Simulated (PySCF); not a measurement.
# Working out the excitation energy of Be

Be [He] 2s2 (1S) → Be [He] 2s1 2p1 (3P). Calculation: PySCF 2.14, in def2-QZVPPD; no relativity, point nucleus. Frozen: nothing. Energies in hartree (1 hartree = 27.21139 eV):

```
            part  Be (lower)  Be (upper)
             UHF  -14.573001  -14.513611
CCSD correlation   -0.082197   -0.041753
             (T)   -0.000341   -0.000038
```

Question: What does Hartree-Fock give?

Answer: (-14.513611) − (-14.573001) = 0.059390 hartree = 1.616 eV.

Question: What do CCSD and CCSD(T) give?

Answer: The CCSD correlation energies differ by 0.040444 hartree = 1.101 eV and the triples by 0.000303 hartree = 0.008 eV, so CCSD gives 2.717 eV and CCSD(T) 2.725 eV.

Measured between the centres of the two terms (NIST): 2.725 eV, so CCSD(T) (valence and next inner shell) is off by 0.000 eV.

What remains against the reference includes basis incompleteness and higher excitations.
